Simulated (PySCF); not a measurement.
Species: fluorochlorobromomethane, CHBrClF.
Geometry (PBE0-D3(BJ)/def2-TZVP, Å), atoms numbered from 1 in this order:
```xyz
5
CHBrClF angstrom
F     -0.2118    0.4847   -1.2977
C      0.0107   -0.0969   -0.1130
Cl     1.6495    0.2372    0.4131
Br    -1.2965    0.5333    1.1659
H     -0.1173   -1.1729   -0.1981
```

Computed with TDDFT CAM-B3LYP/aug-cc-pVTZ, vertical, gas phase, core orbitals frozen in the response (PySCF 2.14.0, density-fitted response routines). Isolated species at its PBE0-D3(BJ)/def2-TZVP geometry, gas phase. The CAM-B3LYP/aug-cc-pVTZ calculation is non-relativistic and has no spin–orbit coupling, an omission that weighs most on bromine.

```
state  E (eV)  λ (nm)  ν̃ (cm⁻¹)       f  |μ| (D)     main configurations (H = HOMO, L = LUMO)
   S1    5.96   207.9      48090  0.0052     0.48                                    H→L (84%)
   S2    6.09   203.5      49150  0.0011     0.22                                  H-1→L (85%)
   S3    7.09   174.8      57200   0.032     1.09                                  H-2→L (77%)
   S4    7.44   166.5      60040  0.0036     0.36                     H-3→L (52%), H→L+2 (13%)
   S5    7.69   161.2      62040   0.052     1.34                     H→L+1 (68%), H-3→L (10%)
   S6    7.84   158.1      63240   0.045     1.23                  H-1→L+1 (71%), H-1→L+2 (8%)
   S7    7.96   155.7      64220  0.0017     0.24      H→L+2 (34%), H-3→L (15%), H-2→L+2 (11%)
   S8    8.36   148.2      67460   0.036     1.06  H-2→L+2 (19%), H-1→L+2 (16%), H-2→L+1 (12%)
   S9    8.40   147.5      67780  0.0043     0.37  H-1→L+2 (32%), H-2→L+2 (17%), H-1→L+5 (13%)
  S10    8.51   145.8      68610   0.088     1.66                 H-2→L+1 (60%), H-2→L+5 (10%)
```

Triplets, Tamm–Dancoff:

```csv
state,E (eV),λ (nm),"main configurations (H = HOMO, L = LUMO)"
T1,5.26,235.6,H→L (81%)
T2,5.41,229.2,H-1→L (81%)
T3,6.26,198.1,H-2→L (70%)
T4,6.77,183.0,"H-3→L (46%), H-3→L+2 (11%), H-3→L+5 (9%)"
```

The lowest singlet lies at 5.96 eV (208 nm, ultraviolet) and is weak; its leading configuration is HOMO→LUMO (84%). The most intense listed level is S10 at 8.51 eV (146 nm, f = 0.088), 2.54 eV above S1. It is the last of those listed, so stronger ones may follow. Löwdin shares by element: HOMO bromine 68%, chlorine 17%, carbon 13%; LUMO bromine 50%, carbon 20%, chlorine 16%, hydrogen 11%. Of the 10 states listed, 5 reach f = 0.01 and none stays under 0.0005. Orbital energies (eV): HOMO-3 -11.42, HOMO-2 -10.84, HOMO-1 -10.24, HOMO -10.02, LUMO -0.13, LUMO+1 0.27, LUMO+2 0.93. The oscillator strengths of these states sum to 0.269; summed over the whole spectrum of an exact calculation they would give the number of electrons, 68 (Thomas–Reiche–Kuhn). The window holds the lowest 10 singlets.
